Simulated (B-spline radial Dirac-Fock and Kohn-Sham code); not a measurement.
Compton profile of Cl²⁺

System: Cl²⁺ in the configuration [Ne] 3s2 3p3.

The computed values come from a radial B-spline solver: the impulse approximation on configuration-average Dirac-Fock orbitals. pz is in atomic units of momentum; subshell profiles are per electron, for a selection of subshells; open shells are spread over both j values by their weights.

```tsv
pz	J total	J 3s1/2	J 3p1/2	J 3p3/2
0.44	3.299	0.461	0.397	0.398
0.63	2.911	0.329	0.361	0.362
0.92	2.264	0.163	0.268	0.268
1.3	1.598	0.0538	0.140	0.139
1.9	1.093	0.0245	0.0335	0.0331
2.8	0.7802	0.0200	0.00619	0.00620
4	0.4903	0.00666	0.00537	0.00540
5.8	0.2398	0.000794	0.00283	0.00281
8.4	0.1028	0.000401	0.000775	0.000764
12	0.04219	0.000272	0.000143	0.000139
18	0.01230	7.93e-05	1.35e-05	1.30e-05
25	0.003496	1.95e-05	1.57e-06	1.47e-06
37	0.0005828	2.77e-06	< 1e-6	< 1e-6
53	9.280e-05	< 1e-6	< 1e-6	< 1e-6
77	1.243e-05	< 1e-6	< 1e-6	< 1e-6
```

Question: What is the peak value J(0), and which subshell contributes most to it?

Answer: J(0) = 3.721. The 3s1/2 subshell gives the largest part, 34 %.

Mean momentum ⟨p⟩ by subshell (a.u.): 1s1/2 14.1, 2s1/2 4.29, 2p1/2 5.73, 2p3/2 5.70, 3s1/2 1.53, 3p1/2 1.74, 3p3/2 1.74.
